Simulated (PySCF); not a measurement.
PySCF input:

```python
from pyscf import gto, scf, dft

mol = gto.M(
    atom='''
    C    -0.55605097    0.18033122    0.03102555
    N     0.60071743   -0.32134114   -0.04481058
    H    -1.42101256   -0.48252082   -0.00491200
    H    -0.76996694    1.24934935    0.13218350
    H     1.32226330    0.40057215    0.00024922
    ''',
    basis='def2-tzvpd',
    charge=0,
    spin=0,
    verbose=4,
)

mf = dft.RKS(mol, xc='mn15').density_fit(auxbasis='def2-universal-jkfit')
mf.grids.level = 4
mf.conv_tol = 1e-9
mf.max_cycle = 100
mf.max_memory = 1500
mf.kernel()
if not mf.converged:
    mf = mf.newton()
    mf.kernel(mf.make_rdm1())
mf.analyze()
```

**Question.** Which total energy does the run end on?

**Answer.** -94.54744 Eh (MN15/def2-TZVPD).
